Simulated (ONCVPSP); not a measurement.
**An all-electron radial function and its pseudo partner (Li)**

Columns: radius, all-electron u(r) and pseudo u(r) of the 1s shell (level -51.85 eV) of lithium in the configuration 1s2 2s1; PBE, scalar-relativistic, ONCV scheme, ONCVPSP 4.0.1.

```
r (bohr)  all-electron  pseudo
   0.057        0.4465  0.2776
   0.115        0.7584  0.5431
   0.172        0.9596  0.7726
   0.230        1.0853  0.9630
   0.288        1.1522  1.1026
   0.345        1.1765  1.1893
   0.402        1.1713  1.2285
   0.460        1.1445  1.2266
   0.518        1.1028  1.1913
   0.575        1.0522  1.1338
   0.632        0.9957  1.0629
   0.690        0.9350  0.9846
   0.747        0.8741  0.9074
   0.805        0.8125  0.8323
   0.862        0.7533  0.7637
   0.920        0.6953  0.6997
   0.977        0.6408  0.6423
   1.035        0.5884  0.5886
   1.092        0.5399  0.5399
   1.150        0.4937  0.4937
   1.208        0.4508  0.4508
   1.265        0.4116  0.4116
   1.322        0.3754  0.3753
   1.380        0.3413  0.3413
   1.438        0.3100  0.3099
   1.495        0.2816  0.2816
```

**Question.** How many radial nodes do the two functions have?

**Answer.** The all-electron 1s function has n − l − 1 = 0; the pseudo-wave has 0.

**Question.** At about which radius was the pseudo-wave matched?

**Answer.** 1.15 bohr. The columns agree to 0.0005 from 1.03 bohr on; several derivatives are matched, so the curves merge somewhat inside the radius.

**Question.** Is the pseudo-wave norm-conserving?

**Answer.** Yes: the ONCV scheme keeps the norm inside the radius equal to the all-electron one, which fixes the energy derivative of the logarithmic derivative at the level.
